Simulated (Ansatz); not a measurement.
A nudged elastic band was laid between two geometries of a periodic cell of 17 atoms, W16F (surface W(110), adsorbate F).

These are results of DFT PBEsol, scalar-relativistic, plane waves, PAW in Ansatz 0.2.0, not measurements. Settings: cutoff 420 eV, k mesh 3x4x1, gaussian smearing 0.1 eV, no spin polarisation.

```yaml
movable_images: 7
climbing_image: yes
spring: 5.0 eV/Å²
optimiser: quadratic models (default)
start_path: straight line
force_threshold: 0.05 eV/Å
iteration_limit: 42
end_points: relaxed
atoms_held: 1 to 4
```

Initial state:

```xyz
17
Lattice="6.3200 0.0000 0.0000 3.1600 4.4689 0.0000 0.0000 0.0000 18.7034" Properties=species:S:1:pos:R:3
W 0.000 2.234 1.000
W 3.160 2.234 1.000
W 1.580 4.469 1.000
W 4.740 4.469 1.000
W 0.004 0.005 3.169
W 3.165 -0.001 3.167
W 1.579 2.231 3.169
W 4.738 2.238 3.166
W 0.001 2.253 5.408
W 3.164 2.225 5.404
W 1.582 4.482 5.404
W 4.746 4.453 5.408
W 0.030 -0.026 7.525
W 3.182 -0.030 7.619
W 1.558 2.266 7.525
W 4.725 2.267 7.619
F 3.950 1.122 9.235
```

Final state:

```xyz
17
Lattice="6.3200 0.0000 0.0000 3.1600 4.4689 0.0000 0.0000 0.0000 18.7034" Properties=species:S:1:pos:R:3
W 0.000 2.234 1.000
W 3.160 2.234 1.000
W 1.580 4.469 1.000
W 4.740 4.469 1.000
W -0.001 -0.004 3.169
W 3.158 0.003 3.166
W 1.584 2.239 3.169
W 4.745 2.234 3.167
W 0.002 2.247 5.404
W 3.166 2.219 5.408
W 1.581 4.488 5.408
W 4.744 4.460 5.404
W -0.022 0.031 7.525
W 3.145 0.033 7.619
W 1.610 2.208 7.525
W 4.762 2.205 7.619
F 5.530 3.356 9.235
```

**Question.** What changes between the two ends?

**Answer.** The atom that moves furthest is F17, by 2.74 Å; four of its nearest neighbours are W16 2.13, W14 2.13, W15 3.16, W13 3.16 Å at the first end and W14 2.13, W16 2.13, W13 3.16, W15 3.16 Å at the last.

**Question.** Give the energies along the band, and the barrier.

**Answer.** It converged. The highest image is number 6 of 0 to 8, 0.145 eV above the ends, which have the same energy within 2 meV. The profile has 2 maxima (images 2, 6) with wells between them (image 4): this band takes more than one step, which may be the mechanism or a detour left from its start path. By the program's own check the climbing image is a first-order saddle point (lowest curvatures found: -1.42 and 0.31 eV/Å²). Limits of this set-up: coarse k mesh, thin slab, slab without dipole correction, odd electron count without spin, a typed lattice constant that wasn't relaxed here.

| image | path coordinate (Å) | energy (eV) |
| --- | --- | --- |
| 0 | 0.00 | 0.000 |
| 1 | 0.41 | 0.100 |
| 2 | 0.82 | 0.128 |
| 3 | 1.23 | 0.034 |
| 4 | 1.64 | 0.006 |
| 5 | 2.05 | 0.070 |
| 6 | 2.46 | 0.145 |
| 7 | 2.80 | 0.065 |
| 8 | 3.14 | 0.000 |

**Question.** What is the geometry of the highest image?

**Answer.** 
```xyz
17
Lattice="6.3200 0.0000 0.0000 3.1600 4.4689 0.0000 0.0000 0.0000 18.7034" Properties=species:S:1:pos:R:3
W 0.000 2.234 1.000
W 3.160 2.234 1.000
W 1.580 4.469 1.000
W 4.740 4.469 1.000
W 0.000 -0.002 3.164
W 3.160 -0.001 3.165
W 1.583 2.239 3.178
W 4.743 2.234 3.165
W -0.001 2.232 5.401
W 3.161 2.229 5.399
W 1.580 4.495 5.410
W 4.743 4.448 5.409
W 0.010 0.035 7.525
W 3.167 0.034 7.555
W 1.600 2.242 7.529
W 4.758 2.205 7.692
F 5.051 3.006 9.444
```

The band took 8 iterations and of the order of 70 core-minutes.

Time of the run: 19 min on 4 threads of AMD EPYC 7R43 64-Core Processor (Zen 3), with other jobs on the host, peak memory 4.7 GiB.
